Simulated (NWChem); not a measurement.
System: C$_{2}$H$_{7}$NOSi; SMILES C/C=N/[SiH2]O

Here is an NWChem input.

```
start job
memory heap 200 mb stack 900 mb global 1100 mb
geometry units angstroms noautosym nocenter noautoz
  C     -0.405431    -2.803872     0.000000
  C      0.343140    -1.503128     0.000000
  N     -0.235365    -0.365532     0.000000
  Si     0.481143     1.244383     0.000000
  O     -0.805782     2.318320     0.000000
  H     -0.122982    -3.409953    -0.888136
  H     -1.496989    -2.624508     0.000000
  H     -0.122982    -3.409953     0.888136
  H      1.461908    -1.621628     0.000000
  H      1.327077     1.455391     1.227885
  H      1.327077     1.455391    -1.227885
  H     -1.649614     1.830124     0.000000
end
basis spherical
  C library def2-svp
  N library def2-svp
  Si library def2-svp
  O library def2-svp
  H library def2-svp
end
dft
  xc b3lyp
  iterations 150
  mulliken
end
task dft energy
esp
  recalculate
  probe 0.07
  range 0.3
  factor 1.0
  spacing 0.02
end
task esp
```

Excerpt of the output:

```
             Northwest Computational Chemistry Package (NWChem) 7.3.0
             --------------------------------------------------------

                             Geometry "geometry" -> ""
                             -------------------------

 Output coordinates in angstroms (scale by  1.889725989 to convert to a.u.)

  No.       Tag          Charge          X              Y              Z
 ---- ---------------- ---------- -------------- -------------- --------------
    1 C                    6.0000    -0.40543100    -2.80387200     0.00000000
    2 C                    6.0000     0.34314000    -1.50312800     0.00000000
    3 N                    7.0000    -0.23536500    -0.36553200     0.00000000
    4 Si                  14.0000     0.48114300     1.24438300     0.00000000
    5 O                    8.0000    -0.80578200     2.31832000     0.00000000
    6 H                    1.0000    -0.12298200    -3.40995300    -0.88813600
    7 H                    1.0000    -1.49698900    -2.62450800     0.00000000
    8 H                    1.0000    -0.12298200    -3.40995300     0.88813600
    9 H                    1.0000     1.46190800    -1.62162800     0.00000000
   10 H                    1.0000     1.32707700     1.45539100     1.22788500
   11 H                    1.0000     1.32707700     1.45539100    -1.22788500
   12 H                    1.0000    -1.64961400     1.83012400     0.00000000

 Effective nuclear repulsion energy (a.u.)     219.2635586930

                                 NWChem DFT Module
                                 -----------------

 Summary of "ao basis" -> "ao basis" (spherical)
 ------------------------------------------------------------------------------
       Tag                 Description            Shells   Functions and Types
 ---------------- ------------------------------  ------  ---------------------
 C                          def2-svp                 6       14   3s2p1d
 N                          def2-svp                 6       14   3s2p1d
 Si                         def2-svp                 8       18   4s3p1d
 O                          def2-svp                 6       14   3s2p1d
 H                          def2-svp                 3        5   2s1p

            General Information
            -------------------
          SCF calculation type: DFT
          Wavefunction type:  closed shell.
          No. of atoms     :    12
          No. of electrons :    48
           Alpha electrons :    24
            Beta electrons :    24
          Charge           :     0
          Spin multiplicity:     1
          Use of symmetry is: off; symmetry adaption is: off
          Maximum number of iterations: 150
          AO basis - number of functions:   109
                     number of shells:    53
          Convergence on energy requested:  1.00D-06
          Convergence on density requested:  1.00D-05
          Convergence on gradient requested:  5.00D-04

              XC Information
              --------------
                         B3LYP Method XC Potential
                     Hartree-Fock (Exact) Exchange  0.200
                        Slater Exchange Functional  0.800 local
                    Becke 1988 Exchange Functional  0.720 non-local
              Lee-Yang-Parr Correlation Functional  0.810
                  VWN I RPA Correlation Functional  0.190 local

             Grid Information
             ----------------
          Grid used for XC integration:  medium
          Radial quadrature: Mura-Knowles
          Angular quadrature: Lebedev.
          Tag              B.-S. Rad. Rad. Pts. Rad. Cut. Ang. Pts.
          ---              ---------- --------- --------- ---------
          C                   0.70       49          12.0       434
          N                   0.65       49           9.0       434
          Si                  1.10       88          12.0       590
          O                   0.60       49          14.0       434
          H                   0.35       45          13.0       434
          Grid pruning is: on
          Number of quadrature shells:   599
          Spatial weights used:  Erf1

      Superposition of Atomic Density Guess
      -------------------------------------

 Sum of atomic energies:        -496.41845391

      Non-variational initial energy
      ------------------------------

 Total energy =    -498.773594
 1-e energy   =   -1116.973453
 2-e energy   =     398.936300
 HOMO         =      -0.293792
 LUMO         =      -0.022570

     ---------------------------------------------
      Total Density - Mulliken Population Analysis
     ---------------------------------------------

    Atom       Charge   Shell Charges
 -----------   ------   -------------------------------------------------------
    1 C    6     6.25   1.99  0.97  0.17  2.05  1.05  0.02
    2 C    6     5.68   1.99  0.95  0.27  1.66  0.74  0.06
    3 N    7     7.80   1.99  1.08  0.54  2.52  1.64  0.02
    4 Si  14    13.02   2.00  1.99  0.93  0.22  5.93  0.98  0.71  0.26
    5 O    8     8.79   1.99  1.11  0.64  3.09  1.96  0.00
    6 H    1     0.87   0.65  0.20  0.02
    7 H    1     0.91   0.67  0.22  0.02
    8 H    1     0.87   0.65  0.20  0.02
    9 H    1     0.94   0.69  0.24  0.02
   10 H    1     1.11   0.70  0.40  0.01
   11 H    1     1.11   0.70  0.40  0.01
   12 H    1     0.65   0.51  0.08  0.06

   convergence    iter        energy       DeltaE   RMS-Dens  Diis-err
 ---------------- ----- ----------------- --------- --------- ---------
 d= 0,ls=0.0,diis     1   -499.5986955144 -7.19D+02  1.53D-02  8.34D-01
 d= 0,ls=0.0,diis     2   -499.4788605781  1.20D-01  9.98D-03  2.03D+00
 d= 0,ls=0.0,diis     3   -499.6945205697 -2.16D-01  2.23D-03  6.65D-02
 d= 0,ls=0.0,diis     4   -499.6990219576 -4.50D-03  1.05D-03  2.96D-02
 d= 0,ls=0.0,diis     5   -499.7021031854 -3.08D-03  1.87D-04  6.81D-04
  Resetting Diis
 d= 0,ls=0.0,diis     6   -499.7021713252 -6.81D-05  4.30D-05  2.04D-05
 d= 0,ls=0.0,diis     7   -499.7021738294 -2.50D-06  2.21D-05  2.46D-06
 d= 0,ls=0.0,diis     8   -499.7021735998  2.30D-07  1.28D-05  4.18D-06
 d= 0,ls=0.0,diis     9   -499.7021741379 -5.38D-07  2.68D-06  1.85D-07

         Total DFT energy =     -499.702174137853
      One electron energy =    -1121.441899177028
           Coulomb energy =      452.357589643053
    Exchange-Corr. energy =      -49.881423296880
 Nuclear repulsion energy =      219.263558693002

 Numeric. integr. density =       47.999998430175

                       DFT Final Molecular Orbital Analysis
                       ------------------------------------

 Vector   22  Occ=2.000000D+00  E=-3.208373D-01
              MO Center= -2.4D-01, -1.1D-01, -4.9D-10, r^2= 4.3D+00
   Bfn.  Coefficient  Atom+Function         Bfn.  Coefficient  Atom+Function
  ----- ------------  ---------------      ----- ------------  ---------------
    34      0.364707   3 N  pz               66      0.334156   5 O  pz
    20     -0.282233   2 C  pz               37     -0.261674   3 N  pz
    69      0.249338   5 O  pz               23     -0.189756   2 C  pz
     6      0.141025   1 C  pz               75     -0.129902   6 H  s
    85      0.129902   8 H  s                76     -0.075332   6 H  s

 Vector   23  Occ=2.000000D+00  E=-2.895136D-01
              MO Center=  2.2D-01,  1.5D+00, -2.0D-09, r^2= 3.5D+00
   Bfn.  Coefficient  Atom+Function         Bfn.  Coefficient  Atom+Function
  ----- ------------  ---------------      ----- ------------  ---------------
    66      0.432291   5 O  pz               69      0.325150   5 O  pz
    95     -0.253257  10 H  s               100      0.253257  11 H  s
    96     -0.246395  10 H  s               101      0.246395  11 H  s
    52     -0.155744   4 Si pz               34     -0.145594   3 N  pz
    20      0.133318   2 C  pz               59      0.101764   4 Si d  1

[...]

                     NWChem Electrostatic Potential Fit Module
                     -----------------------------------------

 Atom parameters

 Number of atoms is                                   12
 Number of basis functions is                        109

 Grid parameters

 Maximum number of grid points is                  48870
 Number of grid points is                          48869
 Grid range                                     0.300000 nm
 Grid spacing                                   0.020000 nm
 Probe radius                                   0.070000 nm
 Atom radius factor                             1.000000

 Atomic radii

    1    0.100000
    6    0.147000
    7    0.140000
    8    0.136000
   14    0.187000
 FASTESP  F
  using M.O. file = ./job.movecs

    Atom              Coordinates                           Charge

                                                  ESP

    1 C    -0.040543   -0.280387    0.000000   -0.129327
    2 C     0.034314   -0.150313    0.000000    0.402557
    3 N    -0.023537   -0.036553    0.000000   -0.639217
    4 Si    0.048114    0.124438    0.000000    0.966664
    5 O    -0.080578    0.231832    0.000000   -0.681946
    6 H    -0.012298   -0.340995   -0.088814    0.041729
    7 H    -0.149699   -0.262451    0.000000    0.045367
    8 H    -0.012298   -0.340995    0.088814    0.041879
    9 H     0.146191   -0.162163    0.000000   -0.041018
   10 H     0.132708    0.145539    0.122789   -0.194828
   11 H     0.132708    0.145539   -0.122789   -0.194217
   12 H    -0.164961    0.183012    0.000000    0.382356
                                            ------------
                                                0.000000

 Dipole moment                                  1.124721

 Quadrupole moment Qxx                          2.880580
                   Qyy                          1.454075
                   Qzz                         -4.334655

 RMS deviation kJ/mol                           0.053786

 RRMS %                                        30.459723
```

Level: B3LYP/def2-SVP. Coordinates come from a PBE-D3(BJ)/def2-SVP optimisation. Not confirmed as a minimum by frequencies. B3LYP is NWChem's, with the RPA form of VWN correlation.
